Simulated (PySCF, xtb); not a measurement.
GaF2Br, SMILES [F][Ga]([F])[Br].

Harmonic wavenumbers (cm⁻¹) from GFN2-xTB (xtb) at its own minimum, in rising order: 89, 119, 124, 284, 463, 485.

Q: What does PBE-D3(BJ)/def2-SVP (PySCF) give at its own minimum? (An estimate is asked for; the answer gives what the named calculation found.)

A: 124, 161, 177, 312, 679, 726. Paired by order, the mean absolute difference is 103 cm⁻¹ and the zero-point energies are 2.2 and 3.1 kcal/mol.
